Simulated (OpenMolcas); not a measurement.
# Ho4+: effect of the basis set

```
Program             : OpenMolcas
Method              : MS-CASPT2, IPEA 0.25 Eh, imaginary shift 0.1 Eh (closed shells correlated: 5s 5p)
Active space        : 9 electrons in 7 orbitals (4f)
State averaging     : 2S+1 = 6 odd, 21 roots; 2S+1 = 4 odd, 224 roots (128 in the spin-orbit step); 2S+1 = 2 odd, 231 roots kept (CI in the orbitals of an earlier block, 143 in the spin-orbit step)
Spin-orbit coupling : RASSI with atomic mean-field integrals over the reference wave functions, term energies averaged over their components
```

A. ANO-R1 [7s5p3d2f], X2C, finite nucleus; CASPT2 step of the order of 60 core-seconds
B. ANO-R2 [8s6p4d3f1g], X2C, finite nucleus; CASPT2 step roughly 120 core-seconds
C. ANO-RCC-VTZP [8s7p5d3f2g1h], DKH2, point nucleus; CASPT2 step about 3 core-minutes
D. ANO-RCC-VQZP [9s8p6d4f3g2h], DKH2, point nucleus; CASPT2 step of the order of 6 core-minutes
E. ANO-R3 [9s8p5d5f3g2h], X2C, finite nucleus; CASPT2 step of the order of 7 core-minutes

Energies in cm⁻¹ above 4f⁹ ⁶H°_15/2.

```tsv
Level	A	B	C	D	E
4f⁹ ⁶H°_15/2	0.0	0.0	0.0	0.0	0.0
4f⁹ ⁶H°_13/2	4440	4280	4280	4290	4300
4f⁹ ⁶H°_11/2	7440	7180	7170	7160	7170
4f⁹ ⁶H°_9/2	9800	9460	9450	9440	9460
4f⁹ ⁶F°_11/2	10160	9610	9370	9290	9110
4f⁹ ⁶H°_7/2	11670	11260	11250	11240	11260
4f⁹ ⁶F°_9/2	11720	11120	10890	10790	10610
4f⁹ ⁶H°_5/2	13080	12630	12620	12600	12620
4f⁹ ⁶F°_7/2	14190	13510	13270	13180	13000
4f⁹ ⁶F°_5/2	15970	15230	14970	14880	14700
4f⁹ ⁶F°_3/2	16930	16160	15890	15780	15590
4f⁹ ⁶F°_1/2	17570	16770	16500	16390	16190
4f⁹ ⁴F°_9/2(1) [65 %]	26030	25000	24890	24650	24510
4f⁹ ⁴I°_15/2(1) [53 %]	26550	26190	26110	25840	25710
4f⁹ ⁴G°_11/2(1)	28910	27880	27750	27460	27300
4f⁹ ⁴M°_21/2	30010	30390	30510	30360	30390
4f⁹ ⁴I°_13/2(1) [70 %]	31190	30580	30480	30210	30090
4f⁹ ⁴M°_19/2 [55 %]	31550	31760	31760	31570	31520
4f⁹ ⁴F°_7/2(1) [59 %]	31920	30700	30560	30290	30120
4f⁹ ⁴I°_11/2(1)	34410	33630	33530	33260	33150
4f⁹ ⁴I°_9/2(1)	36080	35200	35090	34790	34660
4f⁹ ⁴M°_17/2 [58 %]	36270	36190	36210	36030	36020
4f⁹ ⁴G°_9/2(1) [60 %]	37310	36020	35890	35610	35470
4f⁹ ⁴L°_19/2 [53 %]	38020	37950	37880	37680	37600
```

Among A to E the level of the table that moves most is 4f⁹ ⁴G°_9/2(1) [60 %], by 1800 cm-1 (lowest in E, highest in A). Moves below CASPT2's spread within the term are not significant.

CASPT2 does not keep the components of a term degenerate, so their means are used; among the terms shown or strongly mixed into the levels shown the widest spread is 200 cm-1 (4f⁹ ⁶H°, E). Blocks of more than 70 roots (2S+1 = 4 odd, 2 odd) ran without multistate coupling. High states are left out of the spin-orbit mixing, which shifts the levels that they would mix with. The basis is small and was not contracted for so high a charge (holds for A). Levels of configurations outside the active space are missing. Levels that lie high or do not pair safely by name in every column are left out.

A share in square brackets marks a mixed level and gives the weight of the term that names it, the lowest over the columns. A number in round brackets counts repeated terms of one configuration in the order of the reference energies. ° marks odd parity.
